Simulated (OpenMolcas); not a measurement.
# Ionisation energies of titanium

| Item | Value |
| --- | --- |
| Program | OpenMolcas |
| Basis | ANO-R3 [7s5p5d3f2g1h] |
| Scalar Hamiltonian | X2C, finite nucleus |
| Spin-orbit coupling | state interaction with AMFI integrals over the reference wave functions, term energies averaged over their components |

Active shells in each charge state: the valence d, s shells, with orbitals averaged over the low states. Where CASPT2's correlated closed shells are named, they are those of the first ion.

A. CASSCF
B. SS-CASPT2, IPEA 0.25 Eh, imaginary shift 0.1 Eh (closed shells correlated: 3s 3p)
C. MS-CASPT2, IPEA 0.25 Eh, imaginary shift 0.1 Eh (closed shells correlated: 3s 3p)
D. MS-CASPT2, IPEA 0.25 Eh, imaginary shift 0.1 Eh (closed shells correlated: 2s 2p 3s 3p)
E. SS-CASPT2, IPEA 0.25 Eh, imaginary shift 0.1 Eh (closed shells correlated: 2s 2p 3s 3p)

Energies in eV between the lowest computed levels, named as in B; reference values from the NIST Atomic Spectra Database with their kind.

| From | To | A | B | C | D | E | Spin-orbit share in B | Reference |
| --- | --- | --- | --- | --- | --- | --- | --- | --- |
| Ti 3d2 4s2 3F2 | Ti+ 3d2 4s 4F 3/2 | 5.067 | 6.654 | 6.654 | 6.648 | 6.648 | -0.003 | 6.828 (measured) |
| Ti+ 3d2 4s 4F 3/2 | Ti2+ 3d2 3F2 | 12.690 | 13.657 | 13.657 | 13.654 | 13.654 | -0.005 | 13.575 (measured) |

Other lowest levels: A, Ti 3d3 4s 5F1 to 3d2 4s 4F 3/2.

Error against the reference values, in %:

```csv
From,Reference,A,B,C,D,E
Ti,measured,-25.8,-2.5,-2.5,-2.6,-2.6
Ti+,measured,-6.5,+0.6,+0.6,+0.6,+0.6
```

Mean absolute error over the 2 measured values: A 1.32 eV, B 0.13 eV, C 0.13 eV, D 0.13 eV, E 0.13 eV.

The lowest level within the active space need not be the ion's true ground level.
